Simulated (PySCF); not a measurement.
## Correlation energy of In (indium, neutral)

[Kr] 4d10 5s2 5p1, 2P determinant. All numbers are calculated (PySCF 2.14, the spin-free X2C one-electron Hamiltonian (Gaussian nucleus), in x2c-SVPall (6s5p3d, 36 functions)). Frozen: [Kr] 4d10; 3 electrons correlated.

MP2 pair energies summed by pair of shells (mhartree):

```json
{"pair": "5s-5s", "energy": "-15.13", "share (%)": "61.3"}
{"pair": "5s-5p", "energy": "-9.53", "share (%)": "38.7"}
```

Total MP2 correlation energy: -24.66 mhartree.

Same-spin part -1.74 and opposite-spin part -22.92 mhartree; SCS-MP2 scales them by 1/3 and 6/5 to -28.08 mhartree.

```tsv
level	correlation energy (mhartree)
CCSD	-37.01
(T)	-0.38
CCSD(T)	-37.39
```

Diagnostics: T1 = 0.010, D1 = 0.0253, largest double amplitude 0.101.

Cost of the coupled-cluster step: 0.1 s of wall time on 1 thread of Neoverse-V1 (shared host), for 3 correlated electrons.
